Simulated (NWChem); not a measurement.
# MnHOF, sextet; SMILES [OH][Mn][F]

```xyz
4

Mn    -0.0106     0.0182     0.0000
F      0.0239     1.8041     0.0000
O      0.0778    -1.7766     0.0000
H     -0.5722    -2.4796     0.0000
```
Atoms are numbered in this order, from 1.

Results from NWChem. Spin-unrestricted. The geometry was optimised at PBE0/def2-SVP, spin-unrestricted. This spin state was assumed; another may lie lower. No stability test was run on the SCF state. Total energies compare along this basis series because the functional is fixed.

```tsv
level	basis functions	energy (Ha)	highest occupied level (eV)	lowest empty minus highest occupied level, either spin (eV)	dipole (D)	<S²>	relative time
B3LYP/def2-SVP	64	-1326.4771	-6.85	4.24	2.13	8.76	1
B3LYP/def2-SVPD	88	-1326.5239	-7.60	4.61	2.08	8.76	2
B3LYP/def2-TZVP	113	-1326.8724	-7.46	4.52	2.21	8.76	3
B3LYP/def2-TZVPP	140	-1326.8777	-7.50	4.55	2.14	8.76	5
```

Times are rough ratios from one shared machine.
